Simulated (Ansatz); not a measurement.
```yaml
crystal:
  periodic: [false, false, false]
  atoms:
    - {symbol: Si, position_ang: [-0.965932, 0.624182, -0.236646]}
    - {symbol: Ga, position_ang: [0.925293, -0.467000, 0.707264]}
    - {symbol: Cl, position_ang: [1.959293, -1.695964, -0.951626]}
    - {symbol: H, position_ang: [-1.566765, -0.251533, -0.943501]}
    - {symbol: H, position_ang: [-0.392880, 1.445295, -1.206995]}
    - {symbol: H, position_ang: [-1.628699, 1.391649, 0.761119]}
    - {symbol: H, position_ang: [1.601069, -0.729651, 2.074848]}
basis:
  gaussian: {orbitals: def2-TZVPP}
hamiltonian: {xc: {name: wB97}}
relax: {f_tol: 0.0001, max_steps: 2}
output: {forces: true}
```

```sh
$ ansatz run in.yaml --threads 2 --pin off --events-out ev --progress --plain --max-ram 32768MiB --backend cuda --devices 0, --max-vram 18GiB
```

Shortened log:

```
Functional definition: wB97
1186 factors; their error is unknown
445 factors; integrals over basis functions are off by at most 2.9e-6 eV
mean field evaluation 1: about -72846.6716 eV, gradient 2.9e1 eV
mean field evaluation 2: about -72847.3818 eV, gradient 3.2e1 eV
mean field evaluation 4: about -72848.3484 eV, gradient 1.5e0 eV
mean field evaluation 8: about -72848.3551 eV, gradient 6.9e-2 eV
mean field evaluation 16: about -72848.3198 eV, gradient 6.5e-5 eV
mean field -72848.31981535 eV, -2677.1263748495 hartree, gradient 6.5e-5 eV, S^2 0.000000; 0 other end points of the search recorded, 0 dependent functions left out
reference -72848.31980375 eV, -2677.1263744233 hartree; 33, 33 occupied and 155, 155 virtual orbitals, 1186 factors
relax step   1: F+E_penalty+E_count = -72848.31981535 eV  Δ(F+E_penalty+E_count) = +0.000e0 eV  max|allowed force component| = 4.160e0 eV/Å  Δτ_max = 0.0000 Å  (29 SCF iters, accepted)
1186 factors; their error is unknown
445 factors; integrals over basis functions are off by at most 2.6e-6 eV
mean field -72849.09563937 eV, -2677.1548858564 hartree, gradient 1.1e-5 eV, S^2 0.000000; 0 other end points of the search recorded, 0 dependent functions left out
reference -72849.09562774 eV, -2677.1548854291 hartree; 33, 33 occupied and 155, 155 virtual orbitals, 1186 factors
relax step   2: F+E_penalty+E_count = -72849.09563937 eV  Δ(F+E_penalty+E_count) = -7.758e-1 eV  max|allowed force component| = 1.336e0 eV/Å  Δτ_max = 0.1327 Å  (35 SCF iters, accepted)
Error: geometry relaxation did not converge after 2 steps: max|allowed force component| = 1.34e0 eV/Å (threshold 1.0e-4). Raise `relax.max_steps` over both its present limit and 2, loosen `relax.f_tol`, or start from a geometry closer to equilibrium. Where this run's directory can be resumed (`checkpoint.write`), a resume goes on for up to `relax.max_steps` more
```

Task: Something in this input is off. What?

Result: The relaxation is allowed too few steps for its threshold. The run did not converge.
